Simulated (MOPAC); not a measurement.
Input file for MOPAC: PM7 on C3H7NO (a complex).

```
PM7 1SCF PRECISE CHARGE=0 THREADS=1
C3H7NO

C      0.45191835 1     0.47742770 1     0.73907895 1
C     -0.42315524 1    -0.51408969 1     0.63306070 1
H      1.20961828 1     0.46828871 1     1.51332629 1
H      0.44869161 1     1.31842951 1     0.05561793 1
H     -1.18062605 1    -0.52778837 1    -0.14183392 1
H     -0.39736614 1    -1.35251528 1     1.31864640 1
N     -0.95896319 1     0.49576455 1     3.91924576 1
C     -0.07046538 1    -0.34945146 1     4.49093511 1
O      0.75008509 1    -1.00839698 1     3.88875603 1
H     -0.96336009 1     0.60628675 1     2.91508911 1
H     -1.61370207 1     1.01158839 1     4.47957099 1
H     -0.16454095 1    -0.38471648 1     5.59195763 1
```

It printed:

```
*******************************************************************************
 **                                                                           **
 **                              MOPAC v23.2.5                                **
 **                                                                           **
 *******************************************************************************
 ** MOPAC's Digital Object Identifier: https://doi.org/10.5281/zenodo.6511958 **
 **                                                                           **
 ** Please cite the open-source release paper for use of this MOPAC version:  **
 ** J. E. Moussa and J. J. P. Stewart (2026)                                  **
 ** MOPAC: An open-source semiempirical molecular orbital program             **
 ** J. Open Source Softw., 11(119), 8025, https://doi.org/10.21105/joss.08025 **
 *******************************************************************************

                              PM7 CALCULATION RESULTS

 *******************************************************************************
 *  PM7        - The PM7 Hamiltonian to be used
 *
 *
 *
 *                 CHARGE ON SYSTEM = 0
 *
 *
 *
 *  PRECISE    - TIGHTER CRITERIA TO BE USED
 *  1SCF       - DO 1 SCF AND THEN STOP
 *  THREADS=1  - MULTI-THREADING NOT USED
 *  T=         - A TIME OF 172800.0 SECONDS REQUESTED
 *  DUMP=N     - RESTART FILE WRITTEN EVERY 7200.0 SECONDS REQUESTED
 *******************************************************************************
PM7 1SCF PRECISE CHARGE=0 THREADS=1
 C3H7NO

   ATOM   CHEMICAL          X               Y               Z
  NUMBER   SYMBOL      (ANGSTROMS)     (ANGSTROMS)     (ANGSTROMS)

     1       C          0.45191835  *   0.47742770  *   0.73907895  *
     2       C         -0.42315524  *  -0.51408969  *   0.63306070  *
     3       H          1.20961828  *   0.46828871  *   1.51332629  *
     4       H          0.44869161  *   1.31842951  *   0.05561793  *
     5       H         -1.18062605  *  -0.52778837  *  -0.14183392  *
     6       H         -0.39736614  *  -1.35251528  *   1.31864640  *
     7       N         -0.95896319  *   0.49576455  *   3.91924576  *
     8       C         -0.07046538  *  -0.34945146  *   4.49093511  *
     9       O          0.75008509  *  -1.00839698  *   3.88875603  *
    10       H         -0.96336009  *   0.60628675  *   2.91508911  *
    11       H         -1.61370207  *   1.01158839  *   4.47957099  *
    12       H         -0.16454095  *  -0.38471648  *   5.59195763  *



          CARTESIAN COORDINATES

    NO.       ATOM           X           Y           Z

     1         C          0.4519      0.4774      0.7391
     2         C         -0.4232     -0.5141      0.6331
     3         H          1.2096      0.4683      1.5133
     4         H          0.4487      1.3184      0.0556
     5         H         -1.1806     -0.5278     -0.1418
     6         H         -0.3974     -1.3525      1.3186
     7         N         -0.9590      0.4958      3.9192
     8         C         -0.0705     -0.3495      4.4909
     9         O          0.7501     -1.0084      3.8888
    10         H         -0.9634      0.6063      2.9151
    11         H         -1.6137      1.0116      4.4796
    12         H         -0.1645     -0.3847      5.5920

 General Reference for PM7:
 "Optimization of Parameters for Semiempirical Methods VI: More Modifications to the
 NDDO Approximations and Re-optimization of Parameters", J. J. P. Stewart, J. Mol. Mod., 1:32, 19 (2013)
 https://link.springer.com/article/10.1007/s00894-012-1667-x

           Empirical Formula: C3 H7 N O  =    12 atoms



      MOLECULAR POINT GROUP   :   Cs


      RHF CALCULATION, NO. OF DOUBLY OCCUPIED LEVELS = 15


 -------------------------------------------------------------------------------
 PM7 1SCF PRECISE CHARGE=0 THREADS=1
 C3H7NO



     1SCF WAS SPECIFIED, SO BFGS WAS NOT USED
     SCF FIELD WAS ACHIEVED


                              PM7 CALCULATION
                                                       MOPAC v23.2.5 Linux




          FINAL HEAT OF FORMATION =        -30.09506 KCAL/MOL =    -125.91774 KJ/MOL


          COSMO AREA              =        127.02 SQUARE ANGSTROMS
          COSMO VOLUME            =        112.10 CUBIC ANGSTROMS

          IONIZATION POTENTIAL    =         10.526059 EV
          HOMO LUMO ENERGIES (EV) =        -10.526  1.060
          NO. OF FILLED LEVELS    =         15
          MOLECULAR WEIGHT        =         73.0944         POINT GROUP:  Cs

          MOLECULAR DIMENSIONS (Angstroms)

            Atom       Atom       Distance
            H    12    H     5     5.82488
            H     3    H    11     3.33285
            H     6    H     4     2.82135


          SCF CALCULATIONS        =          1





   ATOM   CHEMICAL          X               Y               Z
  NUMBER   SYMBOL      (ANGSTROMS)     (ANGSTROMS)     (ANGSTROMS)

     1       C          0.45191835  *   0.47742770  *   0.73907895  *
     2       C         -0.42315524  *  -0.51408969  *   0.63306070  *
     3       H          1.20961828  *   0.46828871  *   1.51332629  *
     4       H          0.44869161  *   1.31842951  *   0.05561793  *
     5       H         -1.18062605  *  -0.52778837  *  -0.14183392  *
     6       H         -0.39736614  *  -1.35251528  *   1.31864640  *
     7       N         -0.95896319  *   0.49576455  *   3.91924576  *
     8       C         -0.07046538  *  -0.34945146  *   4.49093511  *
     9       O          0.75008509  *  -1.00839698  *   3.88875603  *
    10       H         -0.96336009  *   0.60628675  *   2.91508911  *
    11       H         -1.61370207  *   1.01158839  *   4.47957099  *
    12       H         -0.16454095  *  -0.38471648  *   5.59195763  *

                             CARTESIAN COORDINATES

   1    C        0.451918350     0.477427700     0.739078950
   2    C       -0.423155240    -0.514089690     0.633060700
   3    H        1.209618280     0.468288710     1.513326290
   4    H        0.448691610     1.318429510     0.055617930
   5    H       -1.180626050    -0.527788370    -0.141833920
   6    H       -0.397366140    -1.352515280     1.318646400
   7    N       -0.958963190     0.495764550     3.919245760
   8    C       -0.070465380    -0.349451460     4.490935110
   9    O        0.750085090    -1.008396980     3.888756030
  10    H       -0.963360090     0.606286750     2.915089110
  11    H       -1.613702070     1.011588390     4.479570990
  12    H       -0.164540950    -0.384716480     5.591957630


           Empirical Formula: C3 H7 N O  =    12 atoms



      MOLECULAR POINT GROUP   :   Cs


                  EIGENVALUES
 -37.41164 -30.13859 -26.86522 -22.45079 -19.92649 -18.93158 -16.59156 -16.21064
 -14.58134 -14.17975 -14.13979 -12.00382 -10.76910 -10.54746 -10.52606   1.06027
   1.21517   2.55413   4.51523   4.96371   5.60946   5.62591   5.70599   6.50049
   6.50468   6.62982   6.71823


              NET ATOMIC CHARGES AND DIPOLE CONTRIBUTIONS

  ATOM NO.   TYPE          CHARGE      No. of ELECS.   s-Pop       p-Pop
    1          C          -0.294031        4.2940     1.10166     3.19237
    2          C          -0.294148        4.2941     1.10164     3.19250
    3          H           0.156388        0.8436     0.84361
    4          H           0.139665        0.8603     0.86033
    5          H           0.139668        0.8603     0.86033
    6          H           0.156341        0.8437     0.84366
    7          N          -0.687039        5.6870     1.54120     4.14584
    8          C           0.469547        3.5305     1.09897     2.43148
    9          O          -0.527572        6.5276     1.87994     4.64763
   10          H           0.315874        0.6841     0.68413
   11          H           0.308203        0.6918     0.69180
   12          H           0.117103        0.8829     0.88290
 DIPOLE           X         Y         Z       TOTAL
 POINT-CHG.    -2.759     2.251     1.671     3.934
 HYBRID        -0.217     0.238    -0.454     0.556
 SUM           -2.977     2.489     1.218     4.066


          ATOMIC ORBITAL ELECTRON POPULATIONS

     Atom    s        px        py        pz
    1  C   1.10166   1.04781   1.05479   1.08978
    2  C   1.10164   1.04515   1.06025   1.08710
    3  H   0.84361
    4  H   0.86033
    5  H   0.86033
    6  H   0.84366
    7  N   1.54120   1.42486   1.49639   1.22460
    8  C   1.09897   0.75197   0.74144   0.93807
    9  O   1.87994   1.41920   1.47946   1.74897
   10  H   0.68413
   11  H   0.69180
   12  H   0.88290

 **********************
 *                    *
 * JOB ENDED NORMALLY *
 *                    *
 **********************




 == MOPAC DONE ==
```

The run finished.

Cost: about 0.03 core-seconds (a rough figure).
